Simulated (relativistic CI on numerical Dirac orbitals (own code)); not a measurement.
**Electric-dipole transitions in Sr²²⁺**

Calculated at this level of theory: Dirac-Coulomb-Breit CI, separate exchange-only KLI orbitals for each configuration, model QED, unscaled Slater integrals (own radial code, finite nucleus).

CI space (outside the closed core [Ne]): 3s²3p⁴, 3s3p⁵, 3s²3p³3d, 3p⁶, 3s3p⁴3d, 3p⁵3d, 3s3p³3d², 3s²3p²3d4p, 3p⁵4s, 3s²3p³4s, 3p⁵4p, 3s3p³3d4s, 3s²3p³4p, 3s²3p²3d², 3s²3p3d³, 3s3p²3d³, 3s²3p3d²4s, 3s²3p3d²4p, 3p⁴3d², 3p³3d³, 3p³3d²4s, 3p³3d²4p. Double excitations out of closed p, d and f shells are left out; levels of such configurations are missing from the list, as are those of other unlisted configurations, and high levels can miss mixing partners.

```tsv
λ vac (nm)	Lower	Upper	A (s⁻¹)	log gf	S velocity/length
9.1658	3s²3p⁴ ³P1 [3]	3s²3p³3d ¹D°2 [45]	6.94e+10	-0.36	1.03
9.2730	3s3p⁵ ³P°2 [6]	3s3p⁴3d ³D3 [101]	1.50e+11	0.13	1.03
9.2966	3s²3p⁴ ³P2 [1]	3s²3p³3d ³D°3 [37]	2.50e+11	0.35	1.04
9.3579	3s²3p⁴ ³P0 [2]	3s²3p³3d ¹P°1 [40]	1.64e+11	-0.19	1.00
9.3592	3s²3p³3d ⁵D°4 [13]	3s²3p²3d² ⁵P3 [144]	2.08e+11	0.28	0.77
9.3596	3s²3p³3d ⁵D°3 [10]	3s²3p²3d² ⁵D2 [138]	1.49e+11	-0.01	0.87
9.4097	3s²3p⁴ ¹D2 [4]	3s²3p³3d ¹F°3 [46]	2.93e+11	0.43	1.07
9.4348	3s²3p³3d ⁵D°3 [10]	3s²3p²3d² ⁵D3 [134]	1.92e+11	0.25	0.94
9.4510	3s²3p⁴ ³P2 [1]	3s²3p³3d ³P°1 [35]	2.30e+11	-0.03	0.98
9.5055	3s²3p³3d ³D°3 [16]	3s²3p²3d² ³P2 [158]	1.71e+11	0.07	0.80
9.5175	3s²3p⁴ ¹D2 [4]	3s²3p³3d ¹D°2 [45]	1.64e+11	0.05	0.93
9.5231	3s²3p³3d ⁵D°4 [13]	3s²3p²3d² ⁵D4 [137]	2.05e+11	0.40	0.96
9.5272	3s²3p⁴ ³P1 [3]	3s²3p³3d ³D°1 [44]	1.97e+11	-0.09	0.98
9.5891	3s²3p⁴ ³P2 [1]	3s²3p³3d ³P°2 [34]	1.69e+11	0.07	1.03
9.6024	3s²3p³3d ³G°5 [26]	3s²3p²3d² ³G5 [175]	2.00e+11	0.48	0.97
9.8016	3s²3p⁴ ³P1 [3]	3s²3p³3d ³D°2 [41]	1.69e+11	0.09	1.03
9.8676	3s²3p³3d ³G°5 [26]	3s²3p²3d² ³H6 [168]	9.51e+10	0.26	1.21
9.9159	3s²3p⁴ ¹S0 [5]	3s²3p³3d ¹P°1 [47]	2.31e+11	0.01	1.00
10.285	3s²3p³3d ³F°4 [36]	3s²3p²3d² ³D3 [192]	1.72e+11	0.28	0.74
10.686	3s²3p⁴ ¹D2 [4]	3s²3p³3d ³S°1 [38]	1.14e+11	-0.23	0.96
```

Terms are leading LS components. Brackets give the number of a level in order of energy, since labels repeat. The list gives strong lines, with weight on those to low levels, among the lowest 200 of 3392 levels, so that lines to higher ones, which can be the strongest, are missing. Levels whose partners in the same complex of configurations lie outside the list can be far off, and so can their lines. Rates are taken at the computed energies, electric ones in the length gauge. A velocity-to-length ratio far from 1 marks an uncertain rate.

At this charge energies of transitions that change n are usually good to better than 1 %, and those within a shell (Δn = 0) to a few per cent.

LS names give the leading component of a level, which can be under half, so a name can repeat, a term be missing and a line seem to break the LS rules.
